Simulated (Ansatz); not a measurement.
Breaking a bond: SMILES C=[SiH2] (CH4Si). The C1–Si4 bond (C1 also carries H, H; Si4 carries H, H) is stretched with both fragments frozen at the PBE0/def2-TZVP optimised geometry.

Levels: RKS-PBE = Ansatz (an electronic-structure program) with restricted PBE/cc-pVTZ; UKS-PBE = unrestricted PBE/cc-pVTZ run with Ansatz; UCCSD(T) = CCSD(T) on UHF/cc-pVTZ, frozen core in Ansatz.

Energies relative to the lowest point of each curve near equilibrium, in kcal/mol; the last columns give the difference from UCCSD(T):

```json
[
 {"R / Å": "1.37", "RKS-PBE": "81.4", "UKS-PBE": "81.4", "UCCSD(T)": "82.7", "RKS-PBE − UCCSD(T)": "-1.3", "UKS-PBE − UCCSD(T)": "-1.3"},
 {"R / Å": "1.44", "RKS-PBE": "45.7", "UKS-PBE": "45.7", "UCCSD(T)": "46.3", "RKS-PBE − UCCSD(T)": "-0.6", "UKS-PBE − UCCSD(T)": "-0.6"},
 {"R / Å": "1.52", "RKS-PBE": "20.1", "UKS-PBE": "20.1", "UCCSD(T)": "20.1", "RKS-PBE − UCCSD(T)": "0.0", "UKS-PBE − UCCSD(T)": "0.0"},
 {"R / Å": "1.58", "RKS-PBE": "8.7", "UKS-PBE": "8.7", "UCCSD(T)": "8.5", "RKS-PBE − UCCSD(T)": "0.2", "UKS-PBE − UCCSD(T)": "0.2"},
 {"R / Å": "1.63", "RKS-PBE": "3.2", "UKS-PBE": "3.2", "UCCSD(T)": "2.9", "RKS-PBE − UCCSD(T)": "0.3", "UKS-PBE − UCCSD(T)": "0.3"},
 {"R / Å": "1.70", "RKS-PBE": "0.0", "UKS-PBE": "0.0", "UCCSD(T)": "0.0", "RKS-PBE − UCCSD(T)": "0.0", "UKS-PBE − UCCSD(T)": "0.0"},
 {"R / Å": "1.78", "RKS-PBE": "1.2", "UKS-PBE": "1.2", "UCCSD(T)": "1.7", "RKS-PBE − UCCSD(T)": "-0.4", "UKS-PBE − UCCSD(T)": "-0.4"},
 {"R / Å": "1.79", "RKS-PBE": "1.6", "UKS-PBE": "1.6", "UCCSD(T)": "2.1", "RKS-PBE − UCCSD(T)": "-0.5", "UKS-PBE − UCCSD(T)": "-0.5"},
 {"R / Å": "1.88", "RKS-PBE": "7.6", "UKS-PBE": "7.6", "UCCSD(T)": "8.7", "RKS-PBE − UCCSD(T)": "-1.1", "UKS-PBE − UCCSD(T)": "-1.1"},
 {"R / Å": "1.97", "RKS-PBE": "16.4", "UKS-PBE": "16.4", "UCCSD(T)": "18.1", "RKS-PBE − UCCSD(T)": "-1.7", "UKS-PBE − UCCSD(T)": "-1.7"},
 {"R / Å": "2.11", "RKS-PBE": "32.8", "UKS-PBE": "32.8", "UCCSD(T)": "35.3", "RKS-PBE − UCCSD(T)": "-2.5", "UKS-PBE − UCCSD(T)": "-2.5"},
 {"R / Å": "2.29", "RKS-PBE": "55.7", "UKS-PBE": "54.5", "UCCSD(T)": "58.0", "RKS-PBE − UCCSD(T)": "-2.3", "UKS-PBE − UCCSD(T)": "-3.5"},
 {"R / Å": "2.54", "RKS-PBE": "85.9", "UKS-PBE": "80.6", "UCCSD(T)": "85.3", "RKS-PBE − UCCSD(T)": "0.7", "UKS-PBE − UCCSD(T)": "-4.7"},
 {"R / Å": "2.80", "RKS-PBE": "112.8", "UKS-PBE": "102.1", "UCCSD(T)": "107.0", "RKS-PBE − UCCSD(T)": "5.8", "UKS-PBE − UCCSD(T)": "-4.9"},
 {"R / Å": "3.02", "RKS-PBE": "131.4", "UKS-PBE": "115.5", "UCCSD(T)": "119.5", "RKS-PBE − UCCSD(T)": "11.9", "UKS-PBE − UCCSD(T)": "-4.0"},
 {"R / Å": "3.41", "RKS-PBE": "—", "UKS-PBE": "129.1", "UCCSD(T)": "130.0", "RKS-PBE − UCCSD(T)": "—", "UKS-PBE − UCCSD(T)": "-0.9"},
 {"R / Å": "3.68", "RKS-PBE": "—", "UKS-PBE": "131.6", "UCCSD(T)": "132.5", "RKS-PBE − UCCSD(T)": "—", "UKS-PBE − UCCSD(T)": "-0.9"},
 {"R / Å": "4.10", "RKS-PBE": "—", "UKS-PBE": "132.9", "UCCSD(T)": "133.9", "RKS-PBE − UCCSD(T)": "—", "UKS-PBE − UCCSD(T)": "-1.0"},
 {"R / Å": "4.54", "RKS-PBE": "—", "UKS-PBE": "133.4", "UCCSD(T)": "134.3", "RKS-PBE − UCCSD(T)": "—", "UKS-PBE − UCCSD(T)": "-1.0"},
 {"R / Å": "5.05", "RKS-PBE": "—", "UKS-PBE": "133.5", "UCCSD(T)": "134.5", "RKS-PBE − UCCSD(T)": "—", "UKS-PBE − UCCSD(T)": "-1.1"},
 {"R / Å": "5.86", "RKS-PBE": "—", "UKS-PBE": "133.5", "UCCSD(T)": "134.6", "RKS-PBE − UCCSD(T)": "—", "UKS-PBE − UCCSD(T)": "-1.2"}
]
```

RKS-PBE is furthest from UCCSD(T) at 3.02 (11.9 kcal/mol, above); its mean absolute difference over the points is 2.0 kcal/mol.

UKS-PBE is furthest from UCCSD(T) at 2.80 (-4.9 kcal/mol, below); its mean absolute difference over the points is 1.5 kcal/mol.

Dashes: no converged value, or the column stops at the first point that the program doubted or that broke a chosen test of continuity, which isn't proof of a fault.

The restricted form behind RKS-PBE keeps the bonding electrons paired and can't separate into open-shell fragments. The unrestricted solution behind UKS-PBE changes between 3.02 and 3.41 Å, which can leave a kink. The unrestricted determinant behind UKS-PBE is spin-contaminated at 2.29 to 5.86 Å (<S²> up to 1.6, against 0.00 for a pure singlet). The unrestricted determinant behind UCCSD(T) is spin-contaminated at 1.63 to 5.86 Å (<S²> up to 2.0, against 0.00 for a pure singlet).
